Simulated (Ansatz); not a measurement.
Species: HgCl2, charge 0, multiplicity 3. The spin state was set by rule; other spins were not relaxed. SMILES of the parent species: [Cl][Hg][Cl]
Coordinates optimised at B3LYP-D3(BJ)/def2-TZVP (Ansatz, an electronic-structure program):
```xyz
3

Hg    -0.4527     0.3650    -0.3498
Cl     2.0150    -0.6096    -0.1461
Cl     0.1155    -1.1083     1.7921
```
Charge 0, spin multiplicity 3.

Wanted: atomisation energy (electronic, to ground-state atoms), in eV. Correlated levels leave the core frozen unless marked. Open shells are spin-unrestricted. No spin-orbit coupling. The frozen core is the preceding noble-gas configuration, with the filled d and f shells of earlier blocks. In def2 rows, elements after Kr have scalar-relativistic effective core potentials. The coupled-cluster limit lacks core correlation, which all-electron functionals hold. CBS marks a two-point X^-3 extrapolation of the correlation energy; Hartree-Fock from the larger set. [CCSD(T)-MP2]/basis is that difference in the basis named.

```json
[
 {"level": "HF/def2-QZVPP", "program": "Ansatz", "atomisation energy (eV)": "0.28"},
 {"level": "revPBE/def2-TZVPD", "program": "Ansatz", "atomisation energy (eV)": "1.57"}
]
```

**Question.** Estimate the value at RI-MP2/CBS(def2-TZVPPD,def2-QZVPPD)+[CCSD(T)-MP2]/def2-TZVPPD as computed with Ansatz.

**Answer.** 1.39 eV, so revPBE/def2-TZVPD differs from it by 0.18 eV.
